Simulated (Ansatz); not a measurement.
Basis sets compared for [EuCl6]3- (EuCl6³⁻). Total charge -3; septet. Geometry r2SCAN-D4/def2-SVP. Ansatz on 4 threads of AMD EPYC 9R45 on a shared host; times are rough, and most runs start from earlier orbitals.

```xyz
7

Eu    0.0000    0.0001    0.0000
Cl   -2.5826   -0.2160    1.0209
Cl    2.5824    0.2172   -1.0215
Cl    0.9835   -0.8786    2.4536
Cl   -0.9834    0.8777   -2.4539
Cl    0.0579    2.6483    0.8615
Cl   -0.0576   -2.6487   -0.8605
```

In the def2 sets Eu takes a core potential; there is no spin–orbit coupling. With an open 4f shell the SCF may have ended on a state above the lowest. A multiply charged anion in the gas phase is held together partly by the finite basis. At PBE-D4/def2-SVP, PBE-D4/def2-TZVP the charge -3 septet is spin-contaminated (final ⟨S²⟩ up to 12.25, 12.00 for a pure state). At PBE-D4/def2-SVP, PBE-D4/def2-TZVP, PBE0-D4/def2-SVP, PBE0-D4/def2-TZVP the highest occupied level of the charge -3 septet lies above zero (up to 5.50 eV). It is a level of α spin, whose loss leaves a sextet; that state wasn't run at this geometry and level. The electron is either unbound and held by the finite basis, or the level is raised by self-interaction error. No other spin state of charge -3 was run.

```json
{"level": "PBE-D4/def2-SVP", "functions": "185", "energy (Eh)": "-3469.8758", "HOMO (eV)": "5.50", "LUMO (eV)": "5.71", "wall time": "7 s"}
{"level": "PBE0-D4/def2-SVP", "functions": "185", "energy (Eh)": "-3470.0395", "HOMO (eV)": "3.98", "LUMO (eV)": "6.52", "wall time": "8.5 s"}
```

Estimate the rows for PBE-D4/def2-TZVP, PBE0-D4/def2-TZVP.


```tsv
level	functions	energy (Eh)	HOMO (eV)	LUMO (eV)	wall time
PBE-D4/def2-TZVP	314	-3470.9024	4.68	4.90	12 s
PBE0-D4/def2-TZVP	314	-3471.0433	3.19	5.86	84 s
```
